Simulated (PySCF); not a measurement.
CH₂Cl₃Si, SMILES Cl[Si](Cl)([CH2])Cl, multiplicity 2. Coordinates come from a PBE0-D3(BJ)/def2-SVP optimisation. The isomer is the one that the SMILES or the coordinates give; other isomers of the formula were not compared.

Computed equilibrium geometry at PBE0-D3(BJ)/def2-SVP (PySCF confirms it by a frequency run) as Cartesian coordinates in Å, and its point group:
point group Cs.
```xyz
7

C      2.1104    -0.0570     0.0000
Si     0.2864    -0.0108     0.0000
Cl    -0.4452    -0.9442     1.6718
Cl    -0.4452    -0.9442    -1.6718
Cl    -0.4062     1.9228     0.0000
H      2.6855    -0.0464     0.9312
H      2.6855    -0.0464    -0.9312
```
Charge 0, spin multiplicity 2.
